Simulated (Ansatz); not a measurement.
A nudged elastic band was laid between two geometries of Cl₂GeH₂ (5 atoms, charge 0, multiplicity 1).

The calculation used RHF/def2-SVP (Ansatz 0.2.0).

```json
{
 "movable images": "7",
 "climbing image": "yes",
 "spring": "5.0 eV/Å²",
 "optimiser": "quadratic models (default)",
 "start path": "through a guess of the saddle point",
 "force threshold": "0.03 eV/Å",
 "iteration limit": "60",
 "end points": "relaxed"
}
```

First end point:

```xyz
5
Properties=species:S:1:pos:R:3
Ge 0.274 0.000 0.194
H 0.198 0.000 1.710
H 1.678 0.000 -0.383
Cl -0.753 1.748 -0.532
Cl -0.753 -1.748 -0.532
```

Last end point:

```xyz
5
Properties=species:S:1:pos:R:3
Ge -0.985 0.000 -0.702
H 2.738 0.000 2.397
H 3.167 0.000 1.785
Cl -2.138 1.679 -1.512
Cl -2.138 -1.679 -1.512
```

Task: Which bonds break or form, and what moves?

Result: Bonds broken: Ge1–H2, Ge1–H3. Bonds formed: H2–H3. Cl2GeH2 becomes Cl2Ge + H2.

Task: What energy profile does the band end with?

Result: The forces met the threshold. The highest image is number 2 of 0 to 8, 364.3 kJ/mol above the first end and 272.6 kJ/mol above the last; the last end lies 91.7 kJ/mol above the first. A structure lower than the last end lies on the path between it and the top, so the climb from that side starts below the end, which may itself be a saddle point or a shallow side well. Neighbouring images differ by up to 2.8 eV, so the band resolves the path poorly. A vibrational analysis at the climbing image gives one clearly imaginary mode, 1859i cm⁻¹: a first-order saddle point. The orbitals stay closed-shell, which can raise the energy where a bond breaks towards radicals; this wasn't checked here.

```csv
image,path coordinate (Å),energy (kJ/mol),Ge1–H2 (Å),Ge1–H3 (Å),H2–H3 (Å)
0,0.00,0.0,1.52,1.52,2.56
1,0.65,110.3,1.51,1.49,1.91
2,1.29,364.3,1.75,1.54,1.25
3,2.52,94.9,2.93,2.88,0.75
4,3.74,90.3,3.98,4.49,0.75
5,4.96,91.2,4.21,4.28,0.75
6,6.19,91.5,4.95,4.98,0.75
7,7.41,91.7,4.94,4.86,0.75
8,8.63,91.7,4.84,4.84,0.75
```

Task: What is the geometry of the highest image?

Result: 
```xyz
5
Properties=species:S:1:pos:R:3
Ge 0.312 0.000 -0.426
H 0.630 0.000 1.293
H 1.565 0.000 0.463
Cl -0.931 1.759 -0.437
Cl -0.931 -1.759 -0.437
```

The run took 120 s on 1 thread of AMD EPYC 9B45 (Zen 5), with other jobs on the host, peak memory 0.22 GiB.
